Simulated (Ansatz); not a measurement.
Ansatz (a program for electronic structure) input (B3LYP/6-31G* with LANL2DZ past Ar): The .json file joins the Basis Set Exchange's 6-31G* for atoms up to Ar and LANL2DZ past it.

Ansatz 0.2 input:
```yaml
crystal:
  periodic: [false, false, false]
  atoms:
    - {symbol: As, position_ang: [-0.14611569, -0.20496232, 0.32084191]}
    - {symbol: F, position_ang: [1.33641164, -0.37408577, -0.58061011]}
    - {symbol: F, position_ang: [-0.80065410, 1.12561427, -0.59581024]}
basis:
  gaussian:
    orbitals: 6-31Gs+LANL2DZ.json
hamiltonian:
  xc: {name: B3LYP}
magnetization: {spin_polarized: true, initial_magnetization: 1}
phonons: {temperatures: {t_min: 298.15, t_max: 298.15, t_step: 100}}
```

**Question.** Which harmonic wavenumbers does it give?

**Answer.** 248, 653, 675 cm⁻¹ (unscaled; negative means imaginary).
